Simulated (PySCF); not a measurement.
Compound: C4H13N2Si (doublet state).
Geometry (GFN2-xTB, Å), atoms numbered from 1 in this order:
```xyz
20
C4H13N2Si angstrom
C     -1.2814    1.8357   -0.8165
C     -1.6751    0.4301   -0.7440
C     -0.8037   -0.4141    0.2595
C     -1.4169   -1.8054    0.4148
N      0.5570   -0.5109   -0.1568
Si     1.8269    0.4806    0.4251
N      3.1858   -0.0158   -0.5163
H     -0.5748    2.1743   -1.5487
H     -1.5383    2.5047   -0.0175
H     -2.7061    0.3422   -0.3897
H     -1.5947   -0.0494   -1.7225
H     -0.8124    0.0997    1.2252
H     -1.4742   -2.3026   -0.5520
H     -0.7946   -2.4045    1.0754
H     -2.4172   -1.7430    0.8356
H      0.6734   -1.0317   -1.0117
H      1.4874    1.9136    0.3429
H      2.1440    0.1297    1.8127
H      4.0860    0.3202   -0.2187
H      3.1237    0.0574   -1.5193
```

The hyperfine couplings belong to this conformer and change with its torsions.

As a line formula: `[CH2]C[C@@H](C)N[SiH2]N` [radical].

Method used: PySCF, UKS B3LYP, pcH-1 on C H N Si, non-relativistic, mean-field spin-orbit, GIAO. The structure is a single GFN2-xTB conformer in the gas phase; no vibrational or solvent corrections. The geometry wasn't refined by DFT: couplings that depend on bond lengths, twists or pyramidal angles can differ widely from those at the functional's own minimum. The SCF solution wasn't tested for stability.

The largest Mulliken spin populations are on C1 (+1.06), C2 (-0.09) and C3 (+0.06). C1 is the only atom above +0.15. The positive populations add up to 1.19 and the negative ones to -0.19, together 2S = 1. The angles at C1 add up to 358.9°, so it is planar; its axial dipolar tensor and the negative couplings of its protons fit spin in a p orbital normal to that plane.

Problem. Find Q in a(H) = Q·ρ(C) for the protons on the planar carbons that carry spin.

Solution. 
```json
{"H": "H8", "C": "C1", "ρ(C)": "+1.065", "a(H) (G)": "-21.60", "a/ρ (G)": "-20.3"}
{"H": "H9", "C": "C1", "ρ(C)": "+1.065", "a(H) (G)": "-21.43", "a/ρ (G)": "-20.1"}
```

These protons share one ρ (within 0.01), so their mean ratio, Q = -20.2 G, is no test of linearity.

Problem. How do the β-proton couplings of this frozen conformer go with θ, the angle between the C–H bond and the normal to the plane of the spin centre's three neighbours, both seen down the bond from centre to carbon?

Solution. 
| β H | on | centre | θ (°) | cos²θ | a (G) |
| --- | --- | --- | --- | --- | --- |
| H10 | C2 | C1 | 53 | 0.37 | +22.31 |
| H11 | C2 | C1 | 68 | 0.14 | +6.79 |

Couplings in gauss use g_iso = 2.0026.
